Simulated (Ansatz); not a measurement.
One geometry of the cluster HfS₂⁺, several levels of theory.

```yaml
crystal:
  periodic: [false, false, false]
  atoms:
    - {symbol: Hf, position_ang: [0.223231, 0.646714, -0.488356]}
    - {symbol: S, position_ang: [-1.864308, 0.093772, -0.004595]}
    - {symbol: S, position_ang: [1.641077, -0.740487, 0.492951]}
basis:
  gaussian: {orbitals: def2-TZVP, initial_orbitals: start.molden}
total_charge: 1
magnetization: {spin_polarized: true, initial_magnetization: 1}
hamiltonian: {xc: pbe, dispersion: d4}
scf: {omitted_lower_state_checks: [starts]}
output: {orbitals: {seedname: orbitals}}
```

The file start.molden holds the orbitals of an earlier run on this structure, at another level or in another basis.

```sh
$ ansatz run in.yaml --threads 4 --pin off --events-out ev --progress --plain --max-ram 3916MiB
```

Output, abridged:

```
Functional definition: PBE
867 factors; their error is unknown
mean field evaluation 1: about -22962.4668 eV, gradient 7.7e0 eV
mean field evaluation 2: about -22962.5751 eV, gradient 2.0e-1 eV
mean field evaluation 4: about -22962.5641 eV, gradient 3.7e-2 eV
mean field -22962.56409267 eV, -843.8586658206 hartree, gradient 5.2e-5 eV, S^2 0.761698; 0 other end points of the search recorded, 0 dependent functions left out
reference -22962.56412634 eV, -843.8586670579 hartree; 22, 21 occupied and 92, 93 virtual orbitals, 867 factors
Total energy: -22962.66198322 eV, -843.8622632319 hartree
Checks for a lower state left out: starts
```

It took 0.55 s on 4 threads of AMD EPYC 9R45 on a shared host.

As the first input, with `gaussian: {orbitals: def2-TZVP}`, `hamiltonian: {xc: pbe0, dispersion: d4}` and without the key `scf` (abridged; 1.3 s):

```
Functional definition: PBE0
mean field evaluation 16: about -22962.9622 eV, gradient 1.1e-3 eV
mean field evaluation 32: about -22962.0694 eV, gradient 4.9e0 eV
mean field -22962.96218090 eV, -843.8732952933 hartree, gradient 2.6e-5 eV, S^2 0.787097; 5 other end points of the search recorded, 0 dependent functions left out
Total energy: -22963.04646880 eV, -843.8763928165 hartree
```

As the first input, with `gaussian: {orbitals: def2-TZVPP, initial_orbitals: start.molden}`, `correlation: {method: ccsd_t}`, `scf: {omitted_lower_state_checks: [starts, cluster_reference]}` and without the key `hamiltonian` (abridged; 5.5 s):

```
Functional definition: HF
mean field -22920.89007626 eV, -842.3271739653 hartree, gradient 3.7e-6 eV, S^2 1.059809
10 core orbitals not correlated: weight in the atoms' cores, before any rotation towards them, 1.000 or more for the frozen orbitals, at most 0.000 for the correlated occupied ones
second order -16.29266480 eV of doubles, -0.00000000 eV of singles
cycle   1  -16.19476725 eV  change    9.8e-2 eV  update   1.8e-1
cycle   2  -16.78600519 eV  change   -5.9e-1 eV  update   8.3e-2
cycle   3  -17.08379560 eV  change   -3.0e-1 eV  update   5.6e-2
cycle   4  -17.12825760 eV  change   -4.4e-2 eV  update   2.9e-2
cycle   5  -17.11756998 eV  change    1.1e-2 eV  update   1.4e-2
cycle   6  -17.12909874 eV  change   -1.2e-2 eV  update   6.5e-3
cycle   7  -17.13357948 eV  change   -4.5e-3 eV  update   4.0e-3
cycle   8  -17.13367067 eV  change   -9.1e-5 eV  update   2.6e-3
cycle   9  -17.13626078 eV  change   -2.6e-3 eV  update   1.8e-3
cycle  10  -17.13467187 eV  change    1.6e-3 eV  update   1.1e-3
cycle  11  -17.13501768 eV  change   -3.5e-4 eV  update   6.3e-4
cycle  12  -17.13581598 eV  change   -8.0e-4 eV  update   3.1e-4
cycle  13  -17.13575483 eV  change    6.1e-5 eV  update   1.7e-4
cycle  14  -17.13580628 eV  change   -5.1e-5 eV  update   9.0e-5
cycle  15  -17.13567751 eV  change    1.3e-4 eV  update   4.9e-5
cycle  16  -17.13566422 eV  change    1.3e-5 eV  update   2.3e-5
perturbative correction -1.11466238 eV, -0.0409630870 hartree
Total energy: -22939.14040286 eV, -842.9978610972 hartree
Checks for a lower state left out: starts, cluster_reference
```

First input, but with `hamiltonian: {xc: r2scan, dispersion: d4}` (abridged; 1.4 s):

```
Functional definition: r2SCAN
mean field -22970.14259113 eV, -844.1371705022 hartree, gradient 2.9e-5 eV, S^2 0.775879
Total energy: -22970.16123224 eV, -844.1378555504 hartree
Checks for a lower state left out: starts
```

Geometry: PBE0-D4/def2-TZVP, that of the neutral singlet.

In the def2 sets Hf takes a core potential; there is no spin–orbit coupling. Correlated methods freeze 10 core orbitals; core or outer-core shells of Hf are correlated, in sets that lack core-valence functions. At CCSD(T)/def2-TZVPP the charge 1 doublet is spin-contaminated (final ⟨S²⟩ up to 1.06, 0.75 for a pure state). The structure comes from a short search, and lower isomers may exist.
